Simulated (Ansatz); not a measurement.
Stepwise reaction of `[SiH3]OB(S)O[SiH3]` with hydrogen fluoride, as a gas-phase model of exchange steps in deposition or etching. ΔE in kJ/mol.

Gas-phase electronic energies from Ansatz, PBE0-D4/def2-TZVP geometries. CCSD(T)/CBS is the MP2 limit (def2-TZVPP, def2-QZVPP) plus CCSD(T) − MP2 in def2-TZVPP, frozen cores. This one scheme is used for every species. Functionals use def2-TZVPP. B3LYP here is the variant with VWN-RPA as its local correlation; programs differ in this. One conformer a species, not always the lowest.

```json
{"step": "1", "reaction": "`[SiH3]OB(S)O[SiH3]` + H–F → `FB(S)O[SiH3]` + `O[SiH3]`", "PBE-D4": "-19.8", "B3LYP-D4": "-16.1", "ωB97M-V": "-20.8", "CCSD(T)/CBS": "-13.8"}
{"step": "2", "reaction": "`FB(S)O[SiH3]` + H–F → `FB(F)S` + `O[SiH3]`", "PBE-D4": "-11.2", "B3LYP-D4": "-8.7", "ωB97M-V": "-11.7", "CCSD(T)/CBS": "-4.4"}
```

(1) By hand: ΔE of the 2 steps together at CCSD(T)/CBS.

## Answers

(1) (-13.8) + (-4.4) = -18.2 kJ/mol, or -9.1 kJ/mol a step.

In ΔE each step is higher than the one before. PBE-D4 differs from CCSD(T)/CBS by -6.8 to -6.0 kJ/mol a step. Isolated molecules leave out the surface, adducts and barriers. Largest T1 diagnostic: 0.013.
